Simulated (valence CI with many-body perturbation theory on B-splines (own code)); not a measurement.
# Questions on I XXXIX

Computed by valence CI with perturbative core correlation (CI+MBPT): five valence electrons over a frozen Dirac-Fock core [Ne], a basis of 11 s, 11 p, 10 d, 8 f, 5 g, 2 h functions for each j, with the one-electron correlation potential Σ1 (screened to all orders), the two-electron term Σ2, the three-electron term Σ3, Breit, model QED; selected single and double excitations, second order for the rest, scaled by the run's own slope (own B-spline code, finite nucleus).

The last digits are not significant, and no measured levels were compared; by estimate large intervals hold to a few tenths of a per cent, small ones and those within an open d or f shell to about a per cent. Among the levels kept, up to 4700 cm⁻¹ of a level comes from second order outside the variational space, and about a tenth of that is noise between levels of different J, which matters for small intervals.

Levels are named by their leading jj configuration (3d3/2^4 stands for four electrons in 3d with j = 3/2), which in mixed levels can hold well under half, so a name can repeat and another be missing.

Rates and lifetimes use the calculated energies. Strong lines usually hold to 10 to 20 %, long lifetimes can be off by a factor of two.

Q: What is the ground level?

A: (3s^2 3p1/2^2 3p3/2) J=3/2, composition 43 % 3s2 3p3 2P° + 31 % 3s2 3p3 4S° + 24 % 3s2 3p3 2D°, g = 1.406.

Q: Name the longest-lived excited levels whose lifetime is computed, and their main decay.

A: (3s^2 3p1/2 3p3/2^2) J=5/2 at 585.58 × 10³ cm⁻¹ lives 1.83 μs, mostly by M1 to (3s^2 3p1/2^2 3p3/2) J=3/2; (3s^2 3p1/2 3p3/2^2) J=1/2 at 664.68 × 10³ cm⁻¹ lives 431 ns, mostly by M1 to (3s^2 3p1/2^2 3p3/2) J=3/2; (3s^2 3p1/2 3p3/2^2) J=3/2 at 521.35 × 10³ cm⁻¹ lives 343 ns, mostly by M1 to (3s^2 3p1/2^2 3p3/2) J=3/2. The lifetime of (3s^2 3p1/2 3p3/2 3d5/2) J=9/2 is too uncertain to give, and may be longer.

Q: How well does LS coupling describe the low levels?

A: Among the lowest 20 levels the leading LS term, summed over configurations, holds 52 % on average. For single configurations the figures are 47 % in LS and 84 % in jj coupling. Terms mix most in the J = 5/2 level at 1442.1 × 10³ cm⁻¹, where the leading one holds 26 %.

Q: What is the ionisation energy?

A: 2682.1 eV; NIST lists 2680 ± 4 eV (theoretical).

Q: Among levels below 4194.4 × 10³ cm⁻¹, which E1 lines absorb most strongly from the ground level?

A: to (3s^2 3p1/2 3p3/2 3d3/2) J=3/2 at 5.097 nm, f = 0.274; to (3s^2 3p1/2 3p3/2 3d3/2) J=5/2 at 5.195 nm, f = 0.250; to (3s^2 3p1/2 3p3/2 3d3/2) J=1/2 at 5.109 nm, f = 0.0923.
